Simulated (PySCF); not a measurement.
B(Br)(OH)(OMe) (CH4BBrO2), SMILES B(OC)(Br)O.

Coordinates come from a B3LYP-D3(BJ)/def2-SVP optimisation. This is a generated structure with no PubChem entry under its InChIKey; it may be hypothetical. The values are those of a single conformer.

All values below come from PySCF with TDDFT-PBE/def2-SVPD.

Vertical excitations. 

| state | energy (eV) | λ (nm) | f | main pairs |
|---|---|---|---|---|
| S1 | 6.36 | 195 | 0.048 | HOMO→LUMO 99 % |
| S2 | 6.40 | 194 | 0.028 | HOMO−1→LUMO 100 % |
| S3 | 6.79 | 183 | 0.000 | HOMO→LUMO+1 100 % |
| S4 | 7.03 | 176 | 0.000 | HOMO−2→LUMO 100 % |
| S5 | 7.20 | 172 | 0.063 | HOMO−1→LUMO+1 55 %, HOMO→LUMO+2 39 % |
| S6 | 7.29 | 170 | 0.009 | HOMO−1→LUMO+2 99 % |
| S7 | 7.32 | 169 | 0.067 | HOMO→LUMO+2 43 %, HOMO→LUMO+3 34 %, HOMO−1→LUMO+1 18 % |
| S8 | 7.38 | 168 | 0.003 | HOMO−3→LUMO 75 %, HOMO→LUMO+3 21 % |
| S9 | 7.44 | 167 | 0.001 | HOMO−1→LUMO+3 99 % |
| S10 | 7.45 | 167 | 0.035 | HOMO→LUMO+3 43 %, HOMO−3→LUMO 23 %, HOMO−1→LUMO+1 16 %, HOMO→LUMO+2 13 % |
| T1 | 6.23 | 199 | 0 | HOMO→LUMO 100 % |
| T2 | 6.31 | 196 | 0 | HOMO−1→LUMO 99 % |
| T3 | 6.55 | 189 | 0 | HOMO−1→LUMO+1 99 % |
| T4 | 6.65 | 186 | 0 | HOMO→LUMO+1 100 % |
Triplets are in the Tamm–Dancoff approximation, which puts them higher than full response would, so one can lie above its singlet here.
